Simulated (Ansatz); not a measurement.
`CB(C)O` + `O[SiH3]` → `CB(C)O[SiH3]` + H₂O at 500 K and 1 bar (ligand exchange at a B–O bond).

Program: Ansatz. Geometries: PBE0-D4/def2-TZVP. ΔE: electronic, gas phase. CCSD(T)/CBS adds triple-zeta CCSD(T) − MP2 to the extrapolated MP2 energy (def2 sets, frozen cores). This one scheme is used for every species. One conformer a species, not always the lowest.

| species | CCSD(T)/CBS energy (Eh) | H − E (kJ/mol) | S (J/(mol·K)) |
| --- | --- | --- | --- |
| `CB(C)O` | -180.36349 | 283.3 | 374.4 |
| `O[SiH3]` | -366.69042 | 127.5 | 292.9 |
| `CB(C)O[SiH3]` | -470.67451 | 337.1 | 458.6 |
| H₂O | -76.37941 | 73.2 | 206.3 |

H − E and S are ideal-gas, rigid-rotor, harmonic terms from PBE0-D4/def2-TZVP, for one conformer and one mirror image of each species. 1 Eh = 2625.50 kJ/mol, R = 8.31446 J/(mol·K).

**Question.** By hand: ΔE, ΔH, ΔS and ΔG.

**Answer.** ΔE = (-470.67451) + (-76.37941) − (-180.36349) − (-366.69042) = -0.00001 Eh = 0.0 kJ/mol. Δ(H − E) = 337.1 + 73.2 − 283.3 − 127.5 = -0.5, so ΔH = -0.5 kJ/mol. ΔS = 458.6 + 206.3 − 374.4 − 292.9 = -2.4 J/(mol·K). ΔG = -0.5 − 500 × (-2.4)/1000 = 0.7 kJ/mol.

**Question.** By hand: the equilibrium constant, and the temperature at which ΔG would vanish if ΔH and ΔS stayed fixed.

**Answer.** log₁₀ K = −ΔG/(RT ln 10) = -0.1. ΔG = 0 at ΔH/ΔS = 208 K, though so small a ΔH makes that figure unsure.

TΔS isn't small against ΔH here. The sign of ΔG lies within the doubt. A doubt of 5 kJ/mol in ΔE shifts log₁₀ K by 0.5 here. Other conformers and mirror images would add mixing entropy, several J/(mol·K) or more a flexible species. Modes under 60 cm⁻¹, often nearly free rotors, make the harmonic entropy too high. These are equilibria of isolated gas molecules and say nothing of rates. Largest T1 diagnostic: 0.011 (customary marks: 0.02 for closed shells, 0.045 for open ones).
